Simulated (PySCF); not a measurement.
# Spinor energies of Re⁴⁺ (rhenium, charge +4)

Start: [Xe] 4f14 5d3; 5d3/2 filled at m_j = -1/2, +1/2, +3/2. Calculated with PySCF 2.14 in x2c-TZVPall-2c (11s11p10d2f, 108 functions): generalised Hartree-Fock with the X2C-1e Hamiltonian and a Gaussian nucleus; one run each with spin-orbit coupling (SO) switched off, then screened by Boettger's factors.

```json
{"spinor shell": "1s1/2", "electrons": "2", "ε, spin-free (eV)": "-72113.8", "ε, screened SO (eV)": "-72090.4", "weight of nominal j (screened SO)": "1.000", "rms radius, screened SO (bohr)": "0.0204"}
{"spinor shell": "2s1/2", "electrons": "2", "ε, spin-free (eV)": "-12684.7", "ε, screened SO (eV)": "-12677.1", "weight of nominal j (screened SO)": "1.000", "rms radius, screened SO (bohr)": "0.0824"}
{"spinor shell": "2p1/2", "electrons": "2", "ε, spin-free (eV)": "-11080.5", "ε, screened SO (eV)": "-12110.5", "weight of nominal j (screened SO)": "1.000", "rms radius, screened SO (bohr)": "0.0700"}
{"spinor shell": "2p3/2", "electrons": "4", "ε, spin-free (eV)": "-11080.5", "ε, screened SO (eV)": "-10665.1", "weight of nominal j (screened SO)": "1.000", "rms radius, screened SO (bohr)": "0.0775"}
{"spinor shell": "3s1/2", "electrons": "2", "ε, spin-free (eV)": "-3035.0", "ε, screened SO (eV)": "-3032.3", "weight of nominal j (screened SO)": "1.000", "rms radius, screened SO (bohr)": "0.210"}
{"spinor shell": "3p1/2", "electrons": "2", "ε, spin-free (eV)": "-2554.0", "ε, screened SO (eV)": "-2779.9", "weight of nominal j (screened SO)": "1.000", "rms radius, screened SO (bohr)": "0.202"}
{"spinor shell": "3p3/2", "electrons": "4", "ε, spin-free (eV)": "-2554.0", "ε, screened SO (eV)": "-2460.8", "weight of nominal j (screened SO)": "1.000", "rms radius, screened SO (bohr)": "0.217"}
{"spinor shell": "3d3/2", "electrons": "4", "ε, spin-free (eV)": "-2002.0", "ε, screened SO (eV)": "-2041.9", "weight of nominal j (screened SO)": "1.000", "rms radius, screened SO (bohr)": "0.192"}
{"spinor shell": "3d5/2", "electrons": "6", "ε, spin-free (eV)": "-2002.0", "ε, screened SO (eV)": "-1972.9", "weight of nominal j (screened SO)": "1.000", "rms radius, screened SO (bohr)": "0.196"}
{"spinor shell": "4s1/2", "electrons": "2", "ε, spin-free (eV)": "-702.29", "ε, screened SO (eV)": "-701.26", "weight of nominal j (screened SO)": "1.000", "rms radius, screened SO (bohr)": "0.468"}
{"spinor shell": "4p1/2", "electrons": "2", "ε, spin-free (eV)": "-541.73", "ε, screened SO (eV)": "-594.84", "weight of nominal j (screened SO)": "1.000", "rms radius, screened SO (bohr)": "0.476"}
{"spinor shell": "4p3/2", "electrons": "4", "ε, spin-free (eV)": "-541.73", "ε, screened SO (eV)": "-519.38", "weight of nominal j (screened SO)": "1.000", "rms radius, screened SO (bohr)": "0.509"}
{"spinor shell": "4d3/2", "electrons": "4", "ε, spin-free (eV)": "-336.02", "ε, screened SO (eV)": "-344.25", "weight of nominal j (screened SO)": "0.999", "rms radius, screened SO (bohr)": "0.531"}
{"spinor shell": "4d5/2", "electrons": "6", "ε, spin-free (eV)": "-336.02", "ε, screened SO (eV)": "-329.50", "weight of nominal j (screened SO)": "0.999", "rms radius, screened SO (bohr)": "0.543"}
{"spinor shell": "5s1/2", "electrons": "2", "ε, spin-free (eV)": "-144.95", "ε, screened SO (eV)": "-144.62", "weight of nominal j (screened SO)": "1.000", "rms radius, screened SO (bohr)": "1.11"}
{"spinor shell": "5p1/2", "electrons": "2", "ε, spin-free (eV)": "-100.68", "ε, screened SO (eV)": "-111.01", "weight of nominal j (screened SO)": "0.956", "rms radius, screened SO (bohr)": "1.21"}
{"spinor shell": "4f5/2", "electrons": "6", "ε, spin-free (eV)": "-105.41", "ε, screened SO (eV)": "-106.40", "weight of nominal j (screened SO)": "0.989", "rms radius, screened SO (bohr)": "0.635"}
{"spinor shell": "4f7/2", "electrons": "8", "ε, spin-free (eV)": "-105.41", "ε, screened SO (eV)": "-103.64", "weight of nominal j (screened SO)": "0.992", "rms radius, screened SO (bohr)": "0.634"}
{"spinor shell": "5p3/2", "electrons": "4", "ε, spin-free (eV)": "-100.68", "ε, screened SO (eV)": "-95.987", "weight of nominal j (screened SO)": "0.978", "rms radius, screened SO (bohr)": "1.29"}
{"spinor shell": "5d3/2", "electrons": "3", "ε, spin-free (eV)": "-53.475", "ε, screened SO (eV)": "-53.612", "weight of nominal j (screened SO)": "0.785", "rms radius, screened SO (bohr)": "1.69"}
```

```json
{"quantity": "E (hartree)", "spin-free": "-16676.69396", "screened SO": "-16697.50383"}
{"quantity": "M_J", "spin-free": "3/2", "screened SO": "3/2"}
{"quantity": "⟨J²⟩", "spin-free": "6.756", "screened SO": "5.396"}
{"quantity": "⟨L²⟩", "spin-free": "12.004", "screened SO": "11.528"}
{"quantity": "⟨S²⟩", "spin-free": "3.752", "screened SO": "3.562"}
```

The determinant has a definite M_J but mixes levels of different J.

Each row is a mean over spinors that exchange with the open shell spreads, by up to 3.610 eV (5s1/2).

Rows whose weight is well below 1 are mixtures of j = l ± 1/2: exchange outweighs spin-orbit coupling there, and the label is only the starting occupation.

Breit and QED terms are absent; they matter most for the inner s and p1/2 levels.

Densities and radii are taken from the X2C orbitals without a picture-change correction, which distorts them close to the nucleus.

Without spin-orbit coupling the j labels of p, d and f shells carry no meaning; the spin-free column gives the mean over the occupied spinors of each nl shell, and its ⟨J²⟩ belongs to a mixture of degenerate components.
